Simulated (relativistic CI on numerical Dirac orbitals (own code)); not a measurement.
V5+ in a cubic cluster: 2p photoemission with charge transfer

Computed with a charge-transfer multiplet model of a cubic metal-ligand cluster with up to 2 ligand holes, Slater and spin-orbit integrals from Dirac-Coulomb-Breit ions, Slater integrals scaled by 0.9. The ground state mixes d0 with configurations of k ligand holes L, whose averages lie at kΔ + k(k − 1)U_dd/2; a core hole lowers each added d electron by U_cd. 300 K, Lorentzian 0.6 eV and Gaussian 0.8 eV FWHM.

Atomic integrals in eV (Slater integrals scaled, ζ unscaled), ground: F2dd 9.064, F4dd 5.680, zeta_d 0.024; with the core hole: F2dd 9.064, F4dd 5.680, zeta_d 0.047, zeta_core 4.606, F2cd 6.737, G1cd 5.189, G3cd 2.951. Where a configuration has fewer than two d electrons, the dd integrals are those of d2.

Cluster parameters (eV): Δ = 0.5, U_dd = 5.1, U_cd = 5.8, 10Dq = 2.45, 10Dq(ligand) = 0.8, final-state hopping factor = 1.

```tsv
Case	n_d	d0	d1L	d2L2	S
V(eg) = 1.95 eV, V(t2g) = -0.96 eV	0.80	0.33	0.54	0.13	0.00
V(eg) = 2.85 eV, V(t2g) = -1.41 eV	0.88	0.29	0.54	0.17	0.00
V(eg) = 3.15 eV, V(t2g) = -1.56 eV	0.90	0.28	0.54	0.18	0.00
```

Weights, n_d and S are thermal averages at 300 K. Binding energies count from the first peak over 30 % of the highest in each spectrum, which can be another peak from case to case. The parameters are a model scan and need not match a compound or its usual spin state. Peaks in eV (height, largest 100):
- V(eg) = 1.95 eV, V(t2g) = -0.96 eV: 0.0 (100), 7.7 (44), 10.2 (17), 12.5 (6), 17.5 (8)
- V(eg) = 2.85 eV, V(t2g) = -1.41 eV: 0.0 (100), 3.1 (7), 7.4 (33), 13.6 (8)
- V(eg) = 3.15 eV, V(t2g) = -1.56 eV: 0.0 (100), 3.6 (6), 7.5 (31), 14.7 (6)

Curve for V(eg) = 2.85 eV, V(t2g) = -1.41 eV (points under 2 left out, the grid thinned):

(E (eV), Intensity): (-2.8, 2.1), (-2.4, 2.9), (-1.9, 4.7), (-1.5, 8.1), (-1.0, 21.1), (-0.6, 52.9), (-0.2, 94.8), (0.3, 78.3), (0.7, 35.7), (1.1, 15.1), (1.6, 8.3), (2.0, 7.2), (2.5, 7.0), (2.9, 7.0), (3.3, 7.0), (3.8, 6.4), (4.2, 5.9), (4.7, 6.3), (5.1, 7.9), (5.5, 9.2), (6.0, 10.7), (6.4, 14.9), (6.8, 23.5), (7.3, 32.5), (7.7, 30.9), (8.2, 20.0), (8.6, 10.9), (9.0, 6.2), (9.5, 4.1), (9.9, 3.5), (10.4, 3.3), (10.8, 3.4), (11.2, 3.5), (11.7, 3.2), (12.1, 3.2), (12.6, 4.0), (13.0, 5.5), (13.4, 7.3), (13.9, 7.0), (14.3, 5.0), (14.7, 3.4), (15.2, 2.1), (20.6, 3.0), (21.1, 3.3), (21.5, 2.3)

A d0 ion has no d-d gap: its lowest excitations are ligand-to-metal charge transfer. With the core hole the average of the configuration with one ligand hole lies at Δ − U_cd = -5.3 eV before mixing: the effective hopping of about 6.3 eV (from the holes of the mixed ground state) is comparable with this gap or larger, so the configurations mix strongly.

With at most 2 ligand holes the space is cut while the next configuration still counts, so covalency is underestimated, and a final configuration with one more ligand hole, which can lie low, is missing from the spectra.
